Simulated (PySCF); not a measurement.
How the method changes the constants of InPb⁺

State: ³Π (triplet), unpaired electrons σ ↑, π ↑. Set-up: PySCF, scalar-relativistic core potentials, basis sets In cc-pVDZ-PP with ECP28, Pb cc-pVDZ-PP with ECP60. De refers to In⁺ + Pb in their high-spin ground configurations, without counterpoise correction. The functionals are run spin-unrestricted. A positive dipole points towards Pb; it is taken about the centre of mass and depends on that origin.

```tsv
Level	Re (Å)	ωe (cm⁻¹)	De (eV)	μ (D)
UHF	3.515	60.7	n/a	-4.63
UHF-MP2	3.373	69.5	n/a	n/a
UHF-SCS-MP2	3.417	66.2	n/a	n/a
UHF-CCSD	3.395	69.7	n/a	n/a
UHF-CCSD(T)	3.375	71.4	n/a	n/a
PBE	3.340	72.1	n/a	-2.95
PBEsol	3.263	77.8	n/a	-2.76
TPSS	3.321	72.1	n/a	-3.00
r²SCAN	3.298	75.3	n/a	-3.04
PBE0	3.312	74.1	n/a	-3.26
M06	3.303	80.9	n/a	-2.64
```

(1) What does a quarter of exact exchange do here, going from PBE to PBE0?

(2) What does the step from GGA to meta-GGA do here, going from PBE to r²SCAN?

(3) What does the triples do here, going from UHF-CCSD to UHF-CCSD(T)?

Correlated steps freeze 8 core orbitals. Spin–orbit coupling is left out, which matters for elements this heavy, above all for dissociation energies. The state is the lowest determinant that a PBE0 search found; another state may lie lower at other levels.

Answers

(1) PBE0 less PBE: -2.8 pm in Re, +2.8 % in ωe. Exact exchange removes part of the self-interaction that spreads semilocal densities, and in most molecules shortens and stiffens the bond and lowers De; so it does here.

(2) r²SCAN less PBE: -4.2 pm in Re, +4.4 % in ωe. 

(3) UHF-CCSD(T) less UHF-CCSD: -2.0 pm in Re, +2.4 % in ωe. Correlation nearly always deepens the well. The bond shortens, as in weak, metallic or heavy-atom bonds, where dispersion and the correlation of outer-core electrons pull the atoms together.
